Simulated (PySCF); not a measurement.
A species of formula C5H7N3 has this rotational fingerprint, computed with PBE0/def2-SVPD in PySCF (dipole) on a GFN2-xTB geometry, gas phase:

```
Rotational constants : A = 6426, B = 1294, C = 1156 MHz
Dipole components    : |μa| = 3.93 D, |μb| = 2.35 D, |μc| = 1.09 D
Inertial defect      : -31.92 u·Å²
κ                    : -0.95
```

Task: Which structure is it? (One computed conformer of each.)
A. `[CH2:1]=[CH:2][CH2:3][n:4]1[cH:5][cH:6][n:7][n:8]1` with C1–C2–C3–N4 124°, C2–C3–N4–C5 -62°
B. `[CH2:1]=[CH:2][n:3]1[n:4][cH:5][n:6][c:7]1[CH3:8]` with C1–C2–N3–N4 0°
C. `[CH2:1]=[CH:2][n:3]1[n:4][n:5][cH:6][c:7]1[CH3:8]` with C1–C2–N3–N4 0°
D. `[CH3:1][CH2:2][c:3]1[cH:4][cH:5][n:6][n:7][n:8]1` with C1–C2–C3–C4 83°

Result: A. It is C=CCn1ccnn1, a near-prolate asymmetric top, point group C1. The candidates at the same level (rigid rotor, commonest isotopes):

```csv
SMILES,A (MHz),B (MHz),C (MHz),μa (D),μb (D),μc (D),Δ (u·Å²),point group,rotor
CCc1ccnnn1,4972,1572,1320,3.21,4.14,0.55,-40.30,C1,asymmetric top
C=Cn1nncc1C,3420,2133,1324,0.29,4.66,0.00,-3.16,Cs,asymmetric top
C=CCn1ccnn1,6426,1294,1156,3.93,2.35,1.09,-31.92,C1,near-prolate asymmetric top
C=Cn1ncnc1C,3555,2101,1332,1.27,2.51,0.00,-3.16,Cs,asymmetric top
```

`C=Cn1ncnc1C` has B 62 % too high; `C=Cn1nncc1C` has B 65 % too high; `CCc1ccnnn1` has A 23 % too low. No structure here is proved a minimum.
